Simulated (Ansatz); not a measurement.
## A cut through the energy surface

YCl3 (SMILES [Cl][Y]([Cl])[Cl]), closed shell, at its PBE0-D4/def2-TZVP minimum:

```tsv
atom	x (Å)	y (Å)	z (Å)
Cl1	-1.7448	-0.6743	1.5433
Y2	0.0137	-0.0151	-0.0049
Cl3	2.2813	-0.8435	0.3041
Cl4	-0.4948	1.4726	-1.8629
```

The angle Cl4–Y2–Cl3 (120.0° at the minimum) is set to the values below, Cl4, with anything bonded beyond it, turning rigidly in the plane of the angle. Each method's energies count from its own value at the PBE0-D4 minimum structure. Computed with Ansatz 0.2.0 (basis: def2-TZVPP); correlated methods freeze the cores. Core potentials replace the inner electrons of the atoms past krypton. B3LYP uses VWN-RPA correlation.

| angle (°) | CCSD(T) (eV) | MP2 (eV) | B3LYP-D4 (eV) |
| --- | --- | --- | --- |
| 102.0 | 0.132 | 0.130 | 0.129 |
| 106.5 | 0.074 | 0.073 | 0.072 |
| 111.0 | 0.033 | 0.032 | 0.032 |
| 115.5 | 0.008 | 0.008 | 0.008 |
| 120.0 | 0.000 | 0.000 | 0.000 |
| 124.5 | 0.008 | 0.008 | 0.008 |
| 129.0 | 0.033 | 0.032 | 0.032 |
| 133.5 | 0.074 | 0.073 | 0.072 |
| 138.0 | 0.132 | 0.130 | 0.130 |

Largest difference from the CCSD(T) curve over the scan: PBE-D4 0.009; r2SCAN-D4 0.006; PBE0-D4 0.005; wB97M-V 0.006 eV. Each curve counts from its own value at the minimum.

The T1 diagnostic stays at or below 0.011.

For scale, one of the runs: CCSD(T)/def2-TZVPP, 182 basis functions (an equivalent command: `ansatz run in.yaml --threads 4`). Time: 11 s of wall clock on 4 CPU threads; the host was shared. Peak host memory: 1.9 GiB.
